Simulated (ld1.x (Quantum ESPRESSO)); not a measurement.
Pd (Z = 46), RRKJ: configuration errors across variants

palladium (Pd), norm-conserving RRKJ (Kleinman–Bylander form), made with ld1.x (Quantum ESPRESSO) 7.5 (PBE, scalar-relativistic). Core [Ar] 3d10, reference 4s2 4p6 4d10 5s0 5p0. Waves: 4p (bound): rc 1.70 bohr; 4d (bound): rc 2.10 bohr; 4s (bound): rc 1.50 bohr. Local part: the s channel. Core correction: none.

All-electron excitation energies from the reference (eV): (1) 4s2 4p6 4d9 5s0 5p0 9.115; (2) 4s2 4p6 4d8 5s0 5p0 29.934; (3) 4s2 4p6 4d7 5s0 5p0 64.293; (4) 4s1 4p6 4d10 5s0 5p0 91.568; (5) 4s2 4p6 4d8 5s1 5p0 13.640; (6) 4s2 4p6 4d9 5s1 5p0 1.501; (7) 4s2 4p6 4d6 5s0 5p0 113.639.

Errors AE − PS in meV (a dash: test not solved or not reliable):

| change | (1) | (2) | (3) | (4) | (5) | (6) | (7) | bound ghosts |
| --- | --- | --- | --- | --- | --- | --- | --- | --- |
| base | +1.6 | +23 | +125 | -330 | +1876 | +1204 | +412 | none |
| core correction a·sin(br)/r model core inside 0.66 bohr | +1.5 | +23 | +126 | -405 | +1862 | +1198 | +416 | none |
| core correction a·sin(br)/r model core inside 0.82 bohr | +1.6 | +24 | +126 | -387 | +1866 | +1199 | +417 | none |
| core correction a·sin(br)/r model core inside 0.96 bohr | +1.6 | +24 | +125 | -360 | +1870 | +1201 | +414 | none |
| core correction a·sin(br)/r model core inside 1.32 bohr | +1.6 | +23 | +125 | -331 | +1875 | +1204 | +412 | none |
| core correction a·sin(br)/r model core inside 1.42 bohr | +1.6 | +23 | +125 | -330 | +1876 | +1204 | +412 | none |
| core correction a·sin(br)/r model core inside 1.64 bohr | +1.6 | +23 | +125 | -330 | +1876 | +1204 | +412 | none |
| core correction a·sin(br)/r model core inside 1.82 bohr | +1.6 | +23 | +125 | -330 | +1876 | +1204 | +412 | none |

Give the same row for: core correction a·sin(br)/r model core inside 1.10 bohr.

+1.6, +23, +125, -339, +1874, +1203, +412; bound ghosts: none.
